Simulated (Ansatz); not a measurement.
`[Br][SnH2]` radical at its PBE0-D4/def2-TZVP geometry, where that method's forces vanish. The species carries charge 0 and has multiplicity 2. Sn: def2 effective core potential.

```tsv
atom	x (Å)	y (Å)	z (Å)
Br1	-0.041	1.492	-1.537
Sn2	0.378	0.035	0.442
H3	0.779	-1.512	-0.203
H4	-1.116	-0.015	1.299
```

**Question.** For each bond, give half the difference of the two atoms' forces along it (eV/Å; positive pushes the atoms apart) under PBE-D4, r2SCAN-D4, B3LYP-D4, ωB97M-V in def2-TZVPP. (Estimate.)

**Answer.** Computed: 
| bond | length (Å) | PBE-D4 | r2SCAN-D4 | B3LYP-D4 | ωB97M-V |
| --- | --- | --- | --- | --- | --- |
| Br1–Sn2 | 2.493 | 0.24 | 0.07 | 0.30 | -0.03 |
| Sn2–H3 | 1.723 | 0.16 | 0.01 | 0.06 | -0.11 |
| Sn2–H4 | 1.723 | 0.16 | 0.01 | 0.06 | -0.11 |

B3LYP here is the variant with VWN-RPA as its local correlation; programs differ in this.
